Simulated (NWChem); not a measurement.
All runs are NWChem calculations. System: C₂H₆Se, charge 0, spin multiplicity 1, displaced from the optimised geometry. Level: B3LYP/def2-SVP, VWN1-RPA local correlation.

Job file:

```
start mol
memory heap 200 mb stack 900 mb global 1100 mb
geometry units angstroms nocenter noautoz
  C     -1.502018     0.000000     0.837994
  Se     0.000000     0.000000    -0.484417
  C      1.502018     0.000000     0.837994
  H     -1.466744     0.919317     1.479246
  H     -2.455655     0.000000     0.248641
  H     -1.466744    -0.919317     1.479246
  H      1.466744     0.919317     1.479246
  H      2.455655     0.000000     0.248641
  H      1.466744    -0.919317     1.479246
  symmetry group C2v
end
basis spherical
  * library def2-svp
end
dft
  xc b3lyp
  semidirect memsize 60000000 filesize 0
  iterations 100
  grid xfine
end
task dft gradient
```

Output (cleaned and shortened):

```
             Northwest Computational Chemistry Package (NWChem) 7.3.0
             --------------------------------------------------------

                                NWChem Input Module
                                -------------------

 Scaling coordinates for geometry "geometry" by  1.889725989
 (inverse scale =  0.529177249)

 Turning off AUTOSYM since
 SYMMETRY directive was detected!

                             Geometry "geometry" -> ""
                             -------------------------

 Output coordinates in angstroms (scale by  1.889725989 to convert to a.u.)

  No.       Tag          Charge          X              Y              Z
 ---- ---------------- ---------- -------------- -------------- --------------
    1 C                    6.0000    -1.50201800     0.00000000     0.83799400
    2 Se                  34.0000     0.00000000     0.00000000    -0.48441700
    3 C                    6.0000     1.50201800     0.00000000     0.83799400
    4 H                    1.0000    -1.46674400     0.91931700     1.47924600
    5 H                    1.0000    -2.45565500     0.00000000     0.24864100
    6 H                    1.0000    -1.46674400    -0.91931700     1.47924600
    7 H                    1.0000     1.46674400     0.91931700     1.47924600
    8 H                    1.0000     2.45565500     0.00000000     0.24864100
    9 H                    1.0000     1.46674400    -0.91931700     1.47924600

 Effective nuclear repulsion energy (a.u.)     181.3523415199

            Nuclear Dipole moment (a.u.)
            ----------------------------
        X                 Y               Z
 ---------------- ---------------- ----------------
     0.0000000000     0.0000000000     0.0000302356

      Symmetry information
      --------------------

 Group name             C2v
 Group number             16
 Group order               4
 No. of unique centers     4

      Symmetry unique atoms

     1    2    4    5


 Summary of "ao basis" -> "" (spherical)
 ------------------------------------------------------------------------------
       Tag                 Description            Shells   Functions and Types
 ---------------- ------------------------------  ------  ---------------------
 *                          def2-svp                  on all atoms

                                 NWChem DFT Module
                                 -----------------

 Summary of "ao basis" -> "ao basis" (spherical)
 ------------------------------------------------------------------------------
       Tag                 Description            Shells   Functions and Types
 ---------------- ------------------------------  ------  ---------------------
 C                          def2-svp                 6       14   3s2p1d
 Se                         def2-svp                12       32   5s4p3d
 H                          def2-svp                 3        5   2s1p

 Summary of "ao basis" -> "ao basis" (spherical)
 ------------------------------------------------------------------------------
       Tag                 Description            Shells   Functions and Types
 ---------------- ------------------------------  ------  ---------------------
 C                          def2-svp                 6       14   3s2p1d
 Se                         def2-svp                12       32   5s4p3d
 H                          def2-svp                 3        5   2s1p

      Symmetry analysis of basis
      --------------------------

        a1         34
        a2         13
        b1         26
        b2         17

            General Information
            -------------------
          SCF calculation type: DFT
          Wavefunction type:  closed shell.
          No. of atoms     :     9
          No. of electrons :    52
           Alpha electrons :    26
            Beta electrons :    26
          Charge           :     0
          Spin multiplicity:     1
          Use of symmetry is: on ; symmetry adaption is: on
          Maximum number of iterations: 100
          AO basis - number of functions:    90
                     number of shells:    42
          Convergence on energy requested:  1.00D-06
          Convergence on density requested:  1.00D-05
          Convergence on gradient requested:  5.00D-04

              XC Information
              --------------
                         B3LYP Method XC Potential
                     Hartree-Fock (Exact) Exchange  0.200
                        Slater Exchange Functional  0.800 local
                    Becke 1988 Exchange Functional  0.720 non-local
              Lee-Yang-Parr Correlation Functional  0.810
                  VWN I RPA Correlation Functional  0.190 local

             Grid Information
             ----------------
          Grid used for XC integration:  xfine
          Radial quadrature: Mura-Knowles
          Angular quadrature: Lebedev.
          Tag              B.-S. Rad. Rad. Pts. Rad. Cut. Ang. Pts.
          ---              ---------- --------- --------- ---------
          C                   0.70      100          11.0      1454
          Se                  1.15      160           9.0      1454
          H                   0.35      100          13.0      1202
          Grid pruning is: on
          Number of quadrature shells:   460
          Spatial weights used:  Erf1

          Convergence Information
          -----------------------
          Convergence aids based upon iterative change in
          total energy or number of iterations.
          Levelshifting, if invoked, occurs when the
          HOMO/LUMO gap drops below (HL_TOL):  1.00D-02
[...]
         Total DFT energy =    -2481.053279763760
      One electron energy =    -3810.848736284917
           Coulomb energy =     1248.629177333257
    Exchange-Corr. energy =     -100.186062331999
 Nuclear repulsion energy =      181.352341519899

 Numeric. integr. density =       52.000000045034

     Total iterative time =      3.9s

                  Occupations of the irreducible representations
                  ----------------------------------------------

                     irrep           alpha         beta
                     --------     --------     --------
                     a1               12.0         12.0
                     a2                2.0          2.0
                     b1                7.0          7.0
                     b2                5.0          5.0

                       DFT Final Molecular Orbital Analysis
                       ------------------------------------

 Vector   24  Occ=2.000000D+00  E=-3.441985D-01  Symmetry=b1
              MO Center=  5.9D-15,  7.0D-17,  3.4D-01, r^2= 3.4D+00
   Bfn.  Coefficient  Atom+Function         Bfn.  Coefficient  Atom+Function
  ----- ------------  ---------------      ----- ------------  ---------------
    26     -0.337293  2 Se px                 4      0.307923  1 C  px
    50      0.307923  3 C  px                29     -0.239944  2 Se px
    23      0.210809  2 Se px                66     -0.191226  5 H  s
    81      0.191226  8 H  s                  7      0.159249  1 C  px
    53      0.159249  3 C  px                67     -0.107830  5 H  s

 Vector   25  Occ=2.000000D+00  E=-3.046719D-01  Symmetry=a1
              MO Center=  6.9D-15, -4.1D-16, -1.5D-01, r^2= 2.9D+00
   Bfn.  Coefficient  Atom+Function         Bfn.  Coefficient  Atom+Function
  ----- ------------  ---------------      ----- ------------  ---------------
    28      0.400558  2 Se pz                31      0.345869  2 Se pz
    19     -0.264334  2 Se s                 25     -0.253238  2 Se pz
    18     -0.247469  2 Se s                  6     -0.216684  1 C  pz
    52     -0.216684  3 C  pz                17      0.175181  2 Se s
     4      0.137722  1 C  px                50     -0.137722  3 C  px

 Vector   26  Occ=2.000000D+00  E=-2.085448D-01  Symmetry=b2
              MO Center=  5.8D-16,  1.7D-15, -3.4D-01, r^2= 2.2D+00
   Bfn.  Coefficient  Atom+Function         Bfn.  Coefficient  Atom+Function
  ----- ------------  ---------------      ----- ------------  ---------------
    30      0.629293  2 Se py                27      0.505511  2 Se py
    24     -0.321570  2 Se py                21      0.104323  2 Se py
    61     -0.100612  4 H  s                 71      0.100612  6 H  s
    76     -0.100612  7 H  s                 86      0.100612  9 H  s
    62     -0.085601  4 H  s                 72      0.085601  6 H  s

 Vector   27  Occ=0.000000D+00  E= 1.137192D-02  Symmetry=b1
              MO Center= -2.1D-14,  3.4D-15, -7.2D-02, r^2= 4.2D+00
   Bfn.  Coefficient  Atom+Function         Bfn.  Coefficient  Atom+Function
  ----- ------------  ---------------      ----- ------------  ---------------
     3      1.064913  1 C  s                 49     -1.064913  3 C  s
    29      0.982732  2 Se px                62     -0.326214  4 H  s
    72     -0.326214  6 H  s                 77      0.326214  7 H  s
    87      0.326214  9 H  s                 26      0.316354  2 Se px
    67     -0.299250  5 H  s                 82      0.299250  8 H  s

 Vector   28  Occ=0.000000D+00  E= 4.169125D-02  Symmetry=a1
              MO Center= -9.7D-15, -1.0D-15,  6.5D-01, r^2= 5.7D+00
   Bfn.  Coefficient  Atom+Function         Bfn.  Coefficient  Atom+Function
  ----- ------------  ---------------      ----- ------------  ---------------
     3      1.571192  1 C  s                 49      1.571192  3 C  s
    31     -0.864136  2 Se pz                19     -0.797983  2 Se s
    62     -0.561019  4 H  s                 72     -0.561019  6 H  s
    77     -0.561019  7 H  s                 87     -0.561019  9 H  s
    67     -0.485404  5 H  s                 82     -0.485404  8 H  s

 Vector   29  Occ=0.000000D+00  E= 6.236671D-02  Symmetry=a1
              MO Center=  1.1D-14, -5.1D-16,  7.2D-01, r^2= 5.5D+00
   Bfn.  Coefficient  Atom+Function         Bfn.  Coefficient  Atom+Function
  ----- ------------  ---------------      ----- ------------  ---------------
     3      0.885627  1 C  s                 49      0.885627  3 C  s
    31      0.621259  2 Se pz                62     -0.609312  4 H  s
    72     -0.609312  6 H  s                 77     -0.609312  7 H  s
    87     -0.609312  9 H  s                 67     -0.535202  5 H  s
    82     -0.535202  8 H  s                 18      0.521551  2 Se s

 center of mass
 --------------
 x =   0.00000000 y =   0.00000000 z =  -0.20209265

 moments of inertia (a.u.)
 ------------------
         165.980083308747           0.000000000000           0.000000000000
           0.000000000000         421.546553002369           0.000000000000
           0.000000000000           0.000000000000         279.899901789057

     Multipole analysis of the density
     ---------------------------------

     L   x y z        total         alpha         beta         nuclear
     -   - - -        -----         -----         ----         -------
     0   0 0 0     -0.000000    -26.000000    -26.000000     52.000000

     1   1 0 0     -0.000000     -0.000000     -0.000000      0.000000
     1   0 1 0      0.000000      0.000000      0.000000      0.000000
     1   0 0 1      0.519817      0.259894      0.259894      0.000030

     2   2 0 0    -21.807401    -96.142384    -96.142384    170.477367
     2   1 1 0     -0.000000     -0.000000     -0.000000      0.000000
     2   1 0 1     -0.000000     -0.000000     -0.000000     -0.000000
     2   0 2 0    -25.463895    -18.768073    -18.768073     12.072251
     2   0 1 1     -0.000000     -0.000000     -0.000000      0.000000
     2   0 0 2    -24.037472    -57.159776    -57.159776     90.282081

            General Information
            -------------------
          SCF calculation type: DFT
          Wavefunction type:  closed shell.
          No. of atoms     :     9
          No. of electrons :    52
           Alpha electrons :    26
            Beta electrons :    26
          Charge           :     0
          Spin multiplicity:     1
          Use of symmetry is: on ; symmetry adaption is: on
          Maximum number of iterations: 100
          AO basis - number of functions:    90
                     number of shells:    42
          Convergence on energy requested:  1.00D-06
          Convergence on density requested:  1.00D-05
          Convergence on gradient requested:  5.00D-04

              XC Information
              --------------
                         B3LYP Method XC Potential
                     Hartree-Fock (Exact) Exchange  0.200
                        Slater Exchange Functional  0.800 local
                    Becke 1988 Exchange Functional  0.720 non-local
              Lee-Yang-Parr Correlation Functional  0.810
                  VWN I RPA Correlation Functional  0.190 local

             Grid Information
             ----------------
          Grid used for XC integration:  xfine
          Radial quadrature: Mura-Knowles
          Angular quadrature: Lebedev.
          Tag              B.-S. Rad. Rad. Pts. Rad. Cut. Ang. Pts.
          ---              ---------- --------- --------- ---------
          C                   0.70      100          11.0      1454
          Se                  1.15      160           9.0      1454
          H                   0.35      100          13.0      1202
          Grid pruning is: on
          Number of quadrature shells:   460
          Spatial weights used:  Erf1

          Convergence Information
          -----------------------
          Convergence aids based upon iterative change in
          total energy or number of iterations.
          Levelshifting, if invoked, occurs when the
          HOMO/LUMO gap drops below (HL_TOL):  1.00D-02
          DIIS, if invoked, will attempt to extrapolate
          using up to (NFOCK): 10 stored Fock matrices.

                    Damping( 0%)  Levelshifting(0.5)       DIIS
                  --------------- ------------------- ---------------
          dE  on:    start            ASAP                start
          dE off:    2 iters        100 iters           100 iters

      Screening Tolerance Information
      -------------------------------
          Density screening/tol_rho:  1.00D-10
          AO Gaussian exp screening on grid/accAOfunc:  14
          CD Gaussian exp screening on grid/accCDfunc:  20
          XC Gaussian exp screening on grid/accXCfunc:  20
          Schwarz screening/accCoul:  1.00D-08

                            NWChem DFT Gradient Module
                            --------------------------

  charge          =   0.00
  wavefunction    = closed shell

  Using symmetry

                         DFT ENERGY GRADIENTS

    atom               coordinates                        gradient
                 x          y          z           x          y          z
   1 C      -2.838402   0.000000   1.583579    0.002763   0.000000  -0.002003
   2 Se      0.000000   0.000000  -0.915415    0.000000   0.000000  -0.015258
   3 C       2.838402   0.000000   1.583579   -0.002763   0.000000  -0.002003
   4 H      -2.771744   1.737257   2.795370   -0.000080   0.011122   0.008128
   5 H      -4.640515   0.000000   0.469863   -0.011961   0.000000  -0.006625
   6 H      -2.771744  -1.737257   2.795370   -0.000080  -0.011122   0.008128
   7 H       2.771744   1.737257   2.795370    0.000080   0.011122   0.008128
   8 H       4.640515   0.000000   0.469863    0.011961   0.000000  -0.006625
   9 H       2.771744  -1.737257   2.795370    0.000080  -0.011122   0.008128

                 ----------------------------------------
                 |  Time  |  1-e(secs)   |  2-e(secs)   |
                 ----------------------------------------
                 |  CPU   |       0.00   |       1.44   |
                 ----------------------------------------
                 |  WALL  |       0.00   |       1.44   |
                 ----------------------------------------

 Task  times  cpu:        6.8s     wall:        6.8s

 Total times  cpu:        6.8s     wall:        6.8s
```
